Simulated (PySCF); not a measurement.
C10H8, SMILES c1ccc2-c(ccc2)cc1 (GFN2-xTB optimised geometry):

```
18

C     -0.185     2.100     0.000
C      1.185     2.347     0.000
C      1.875     1.138     0.000
C      0.952     0.091     0.000
C      1.254    -1.258     0.000
C      0.384    -2.339     0.000
C     -1.004    -2.339     0.000
C     -1.895    -1.275     0.000
C     -1.623     0.086     0.000
C     -0.395     0.720     0.000
H     -0.959     2.846     0.000
H      1.641     3.322    -0.001
H      2.944     1.022     0.000
H      2.312    -1.497     0.000
H      0.851    -3.317     0.000
H     -1.463    -3.322     0.000
H     -2.944    -1.545     0.000
H     -2.486     0.744     0.000
```

Method: PySCF 2.14.0 with PBE0/def2-SVP.

Problem. What are the frontier orbital energies and the dipole moment?

Solution. HOMO-2 -8.70 eV, HOMO-1 -6.77 eV, HOMO -5.67 eV, LUMO -2.01 eV, LUMO+1 -1.09 eV; dipole moment 1.10 D.

On the same geometry PySCF with PBE/def2-SVP gives HOMO-2 -7.49 eV, HOMO-1 -5.89 eV, HOMO -4.84 eV, LUMO -2.72 eV, LUMO+1 -1.81 eV; dipole moment 0.94 D.

Meta-Löwdin charges at PBE0/def2-SVP: C1 -0.17, C2 -0.10, C3 -0.17, C4 0.00, C5 -0.06, C6 -0.13, C7 -0.07, C8 -0.13, C9 -0.06, C10 0.00, H11 0.11, H12 0.11, H13 0.11, H14 0.11, H15 0.11, H16 0.11, H17 0.11, H18 0.11.
